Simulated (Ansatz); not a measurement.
Born–Oppenheimer molecular dynamics of H₂INOSi (6 atoms, charge 0, multiplicity 1). It starts from a relaxed structure.

These are results of RKS PBE/def2-SVP in Ansatz 0.2.0, not measurements.

```json
{
 "ensemble": "NVT, Nosé–Hoover chain",
 "time step": "1 fs",
 "steps asked": "150",
 "set temperature": "700 K",
 "thermostat": "time constant 20 fs, chain length 3",
 "seed": "955448"
}
```

First frame:

```xyz
6
Properties=species:S:1:pos:R:3
N -0.173 0.914 0.222
Si 0.315 -0.708 0.092
O 1.250 -1.479 1.055
I -0.743 -1.610 -1.921
H -0.794 1.380 -0.442
H 0.146 1.504 0.994
```

Task: How far do the bonds stretch over the last three quarters of this one trajectory? (Pairs bonded in most of those frames.)

Result: 
```csv
bond,mean (Å),spread (Å),shortest,longest
N1–Si2,1.711,0.035,1.64,1.79
N1–H5,1.034,0.049,0.95,1.12
N1–H6,1.038,0.060,0.94,1.13
Si2–O3,1.561,0.064,1.46,1.66
Si2–I4,2.453,0.066,2.34,2.56
```

Mean temperature of the second half: 709 K. The conserved energy wandered by up to 6.2 meV per atom (net 2.4 meV per atom), which is poor conservation. A run of 0.15 ps of so small a system gives no equilibrium averages.

Time of the run: 3.2 min on 1 thread of Intel(R) Xeon(R) 6975P-C (Granite Rapids), with other jobs on the host, peak memory 0.13 GiB.
